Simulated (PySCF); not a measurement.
Electron correlation in S (sulfur, neutral)

[Ne] 3s1 3p4 3d1, one real determinant (an excited configuration). All numbers are calculated (PySCF 2.14, the spin-free X2C one-electron Hamiltonian (Gaussian nucleus), in dyall-acv3z). Frozen: [Ne]; 6 electrons correlated; the 31 highest virtual orbitals of each spin left out.

```csv
level,correlation energy (mhartree)
CCSD,-142.37
(T),-12.41
CCSD(T),-154.78
```

Diagnostics: T1 = 0.020, D1 = 0.0616, largest double amplitude 0.191.

Task: Is a single reference adequate?

Result: Not fully. The real determinant used has ⟨L²⟩ near 8 against 12 for a pure F term, so it mixes terms. The outer electron is Rydberg-like, and this basis confines it to a smaller radius and binds it less than a complete one would. A double-excitation amplitude exceeds 0.15, a sign of near-degeneracy.

The reference is one real determinant that mixes LS terms of this configuration.
